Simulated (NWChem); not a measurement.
Species: CH6FNSi; SMILES CN[SiH2]F

```xyz
10

Si    -0.4977    -0.6663    -0.1583
F      0.7466    -1.6684     0.1266
N     -0.3034     0.9275     0.4317
C      0.5075     1.9711    -0.1892
H     -0.6355    -0.5832    -1.6317
H     -1.6738    -1.2483     0.5310
H     -0.5166     1.1057     1.4066
H      0.0176     2.9493    -0.1075
H      1.5134     2.0529     0.2468
H      0.6225     1.7485    -1.2551
```
Atoms are numbered in this order, from 1.

All runs: NWChem. Medium grid unless said otherwise, to which SCAN and Minnesota functionals are sensitive. The geometry was optimised at B3LYP/6-31G* (spherical d).

Task: Estimate the computed values for M06-2X/def2-TZVP. Quantities: highest occupied level (eV); orbital gap (eV); dipole (D).

Result: 
| Quantity | Result |
|---|---|
| highest occupied level (eV) | -8.73 |
| orbital gap (eV) | 10.06 |
| dipole (D) | 2.07 |
